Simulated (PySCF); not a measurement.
# Potential energy of BI along the bond

Set-up: B aug-cc-pVDZ, I aug-cc-pVDZ-PP with ECP28; scalar-relativistic core potentials (PySCF 2.14). Energies in eV from B + I in their ground configurations at the same level. State: ¹Σ⁺ (singlet), closed shell.

Curves on a restricted Hartree–Fock reference rise too fast on stretching and do not dissociate correctly.

```
R (Å)  BHandHLYP  RHF-CCSD  RHF-MP2
1.850     -2.423             -2.672
1.936     -2.902    -2.867   -3.162
2.022     -3.162    -3.155   -3.427
2.087     -3.252    -3.262   -3.519
2.151     -3.276    -3.300   -3.543
2.216     -3.249    -3.286   -3.515
2.302     -3.154    -3.205   -3.419
2.409     -2.973    -3.038   -3.234
2.538     -2.698    -2.780   -2.956
2.710     -2.287             -2.541
```

Q: Put a parabola through the three lowest points of the BHandHLYP curve and estimate Re, k and ωe (reduced mass 10.13 u; 1 eV/Å² = 0.16022 mdyn/Å; ωe = 1302.8·√(k/μ) cm⁻¹).

A: Through R = 2.087, 2.151, 2.216 Å the second-order coefficient is 6.13 eV/Å², so Re ≈ 2.150 Å, k ≈ 1.96 mdyn/Å and ωe ≈ 574 cm⁻¹. A polynomial fit of higher order to the unrounded BHandHLYP energies gives Re = 2.146 Å, k = 1.98 mdyn/Å, ωe = 576 cm⁻¹; anharmonicity and rounding make the difference.

The higher-order fit for each curve: BHandHLYP: Re = 2.146 Å, ωe = 576 cm⁻¹, De = 3.28 eV; RHF-CCSD: Re = 2.163 Å, ωe = 568 cm⁻¹, De = 3.30 eV; RHF-MP2: Re = 2.145 Å, ωe = 582 cm⁻¹, De = 3.54 eV.

Correlated steps freeze 5 core orbitals. Correlated levels converge slowly with the basis: in double zeta they bind strong bonds too weakly, by up to about 1 eV, and carry superposition errors of some tenths. Spin–orbit coupling is left out, which matters for elements this heavy, above all for dissociation energies. Where the molecule has an RHF reference, its open-shell atoms are computed with UHF.
